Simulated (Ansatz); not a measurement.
One geometry of (H2Al-mu-PSiH3)2 (Al₂Si₄P₂H₁₆), several levels of theory.

```yaml
crystal:
  periodic: [false, false, false]
  atoms:
    - {symbol: Al, position_ang: [1.499016, 0.194824, -0.898838]}
    - {symbol: H, position_ang: [1.430276, 0.937525, -2.307817]}
    - {symbol: H, position_ang: [2.835459, -0.382961, -0.249624]}
    - {symbol: P, position_ang: [-0.282092, -1.472321, -0.754467]}
    - {symbol: Si, position_ang: [-1.358846, -1.791793, -2.696429]}
    - {symbol: Si, position_ang: [0.435466, -3.462655, -0.008676]}
    - {symbol: Al, position_ang: [-1.544846, -0.187623, 0.898718]}
    - {symbol: H, position_ang: [-2.867070, 0.398557, 0.229075]}
    - {symbol: H, position_ang: [-1.497608, -0.927683, 2.309394]}
    - {symbol: P, position_ang: [0.247303, 1.470496, 0.768461]}
    - {symbol: Si, position_ang: [-0.419671, 3.479087, 0.023950]}
    - {symbol: Si, position_ang: [1.369304, 1.767588, 2.687914]}
    - {symbol: H, position_ang: [-2.513681, -2.715634, -2.490696]}
    - {symbol: H, position_ang: [-0.421454, -2.378894, -3.700479]}
    - {symbol: H, position_ang: [-1.836986, -0.455259, -3.152132]}
    - {symbol: H, position_ang: [1.383216, -4.059148, -0.997485]}
    - {symbol: H, position_ang: [-0.724182, -4.382577, 0.189373]}
    - {symbol: H, position_ang: [1.128048, -3.213736, 1.288266]}
    - {symbol: H, position_ang: [-1.150181, 3.249044, -1.254617]}
    - {symbol: H, position_ang: [-1.319527, 4.121244, 1.027422]}
    - {symbol: H, position_ang: [0.771080, 4.349261, -0.207576]}
    - {symbol: H, position_ang: [2.556200, 2.638643, 2.442727]}
    - {symbol: H, position_ang: [0.480219, 2.406025, 3.703963]}
    - {symbol: H, position_ang: [1.800554, 0.418000, 3.149588]}
basis:
  gaussian: {orbitals: def2-TZVP, initial_orbitals: start.molden}
magnetization: {spin_polarized: true, initial_magnetization: 2}
hamiltonian: {xc: r2scan, dispersion: d4}
scf: {omitted_lower_state_checks: [starts]}
output: {orbitals: {seedname: orbitals}}
```

The file start.molden holds the orbitals of an earlier run on this structure, at another level or in another basis.

```sh
$ ansatz run in.yaml --threads 4 --pin off --events-out ev --progress --plain --max-ram 6963MiB
```

It prints (some lines left out):

```
Functional definition: r2SCAN
2770 factors; their error is unknown
mean field evaluation 1: about -63536.3851 eV, gradient 8.6e0 eV
mean field evaluation 2: about -63536.4802 eV, gradient 1.6e-1 eV
mean field evaluation 4: about -63536.4389 eV, gradient 1.9e-3 eV
mean field evaluation 8: about -63536.4389 eV, gradient 2.8e-5 eV
mean field -63536.43888085 eV, -2334.9210623260 hartree, gradient 1.6e-5 eV, S^2 2.007851; 0 other end points of the search recorded, 0 dependent functions left out
reference -63536.43891336 eV, -2334.9210635208 hartree; 65, 63 occupied and 327, 329 virtual orbitals, 2770 factors
Total energy: -63536.70150773 eV, -2334.9307136858 hartree
Checks for a lower state left out: starts
```

Run time 13 s (4 threads of AMD EPYC 9R45 on a shared host), peak host memory 1.4 GiB.

As the first input, with `hamiltonian: {xc: pbe, dispersion: d4}` (abridged; 6.5 s):

```
Functional definition: PBE
mean field -63509.08505423 eV, -2333.9158277389 hartree, gradient 1.6e-5 eV, S^2 2.002806
Total energy: -63510.05752950 eV, -2333.9515655461 hartree
Checks for a lower state left out: starts
```

The first input with `gaussian: {orbitals: def2-TZVP}`, `hamiltonian: {xc: pbe0, dispersion: d4}` (abridged; 22 s):

```
Functional definition: PBE0
the host lacks memory for fits, so the integrals are decomposed
mean field evaluation 16: about -63515.2153 eV, gradient 1.1e-3 eV
mean field evaluation 32: about -63515.2153 eV, gradient 6.3e-5 eV
mean field -63515.21533458 eV, -2334.1411113865 hartree, gradient 7.8e-6 eV, S^2 2.007066
Total energy: -63516.07753424 eV, -2334.1727966397 hartree
Checks for a lower state left out: starts
```

Geometry: PBE0-D4/def2-SVP, that of the neutral singlet.

At PBE0-D4/def2-TZVP a singlet of charge 0 lies 4.82 eV below the triplet at the same geometry.
